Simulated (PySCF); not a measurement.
## V(6+) (vanadium, charge +6) across methods

[Ne] 3s2 3p5, 2P determinant. Calculation: PySCF 2.14, in an uncontracted even-tempered set (20 s from 0.19 bohr⁻², ratio 2.5; 13 p from 0.24 bohr⁻², ratio 2.5; 5 d from 2.8 bohr⁻², ratio 2.7; 5 f from 4.1 bohr⁻², ratio 2.7); the spin-free X2C one-electron Hamiltonian (Gaussian nucleus).

| method | E (hartree) | mean ε 3s β (eV) | mean ε 3p α (eV) | mean ε 3p β (eV) | Σ⟨r²⟩ (bohr²) | ⟨S²⟩ |
| --- | --- | --- | --- | --- | --- | --- |
| PBE0 | -938.254 | -170.77 | -144.47 | -142.35 | 7.456 | 0.751 |
| r2SCAN | -938.410 | -168.04 | -142.33 | -140.10 | 7.457 | 0.752 |
| LDA | -936.194 | -166.50 | -141.15 | -139.19 | 7.466 | 0.751 |
| PBE | -938.208 | -166.66 | -141.26 | -139.28 | 7.456 | 0.751 |
| revPBE | -938.359 | -166.67 | -141.26 | -139.28 | 7.453 | 0.751 |
| UHF | -937.68597 | -181.53 | -152.71 | -150.10 | 7.482 | 0.753 |
| M06 | -938.454 | -170.71 | -144.35 | -142.04 | 7.439 | 0.751 |
